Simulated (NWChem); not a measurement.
Species: SiH4O2; SMILES O[SiH2]O

```xyz
7

Si     0.0000     0.0000    -0.4664
O     -1.3854     0.0492     0.4484
O      1.3854    -0.0492     0.4484
H     -0.0668     1.2366    -1.2909
H      0.0668    -1.2366    -1.2909
H     -1.5856    -0.7350     0.9681
H      1.5856     0.7350     0.9681
```
Atoms are numbered in this order, from 1.

Computed with NWChem. Structure relaxed at the PBE0/def2-SVP level. Ions are spin-unrestricted doublets at the neutral geometry; other ion states weren't tried.

Question: Estimate the computed values for PBE/def2-SVP. Quantities: vertical ionisation energy, ΔSCF (eV); −ε(HOMO) (eV).

Answer: 
```
Item                                   Result
-------------------------------------  ------
vertical ionisation energy, ΔSCF (eV)   10.62
−ε(HOMO) (eV)                            7.07
```
